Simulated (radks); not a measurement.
The numbers below are computed, except where a source is named.
Question: These are the eigenvalues of the occupied orbitals of an atom or ion with whole-number occupations (Ry). Code: a radial shooting solver on a logarithmic mesh with Libxc functionals. Model: scalar-relativistic Kohn-Sham, PBEsol, spin-polarised, spherical densities, finite nucleus; Fermi nuclear charge, rms radius of each element as measured or else 0.836 A^(1/3) + 0.57 fm.

orbital  eigenvalue
1s up     -3809.436
1s down   -3809.436
2s up     -631.5026
2s down   -631.4988
2p up     -561.2783
2p down   -561.2755
3s up     -140.0840
3s down   -139.9452
3p up     -118.4217
3p down   -118.2836
3d up     -90.14857
3d down   -90.04232
4s up     -27.83480
4s down   -27.52563
4p up     -20.70076
4p down   -20.39432
4d up     -10.90638
4d down   -10.60364
5s up      -3.56000
5s down    -3.40047
5p up      -1.87738
5p down    -1.76161
4f up      -0.33025
6s up      -0.27904
6s down    -0.26823
4f down    -0.07022

Which element is it, and in what charge state? The configuration may be excited. Open shells, if any, are filled with parallel spins first.

Answer: Z = 65, terbium, charge 0: Tb in [Xe] 4f9 6s2. The list shows which subshells hold electrons but not how many an open one holds; the 1s level, -1904.7 hartree, gives Z - s = 61.7 by -(Z - s)^2/2, which with screening and relativity narrows Z to a few neighbours, and the depths of the outer levels then fix element, charge and occupations together.
